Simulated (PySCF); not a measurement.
Mo(O)2(Cl)(OMe) (CH₃ClMoO₃), SMILES C[O][Mo](=[O])(=[O])[Cl], multiplicity 1.

Geometry: B3LYP-D3(BJ)/def2-SVP. The spin state was assumed, not searched. The def2 effective core potentials stand for the cores of Mo; spin–orbit coupling is left out. The values are those of a single conformer.

Computed with CAM-B3LYP/def2-TZVP (PySCF).

The molecule is in vacuum.

The total energy is -794.16352 hartree and the highest occupied level is -10.72 eV. The lowest empty level is -1.86 eV, the orbital gap comes out as 8.86 eV and the dipole moment is 3.81 D. The quadrupole, principal values (traceless, Buckingham form, about the centre of nuclear charge) is -6.33, -5.56, 11.90 D·Å and the mean static polarisability comes out as 72.0 bohr³ (10.67 Å³). The polarisability, principal values comes out as 61.2, 69.6, 85.3 bohr³.
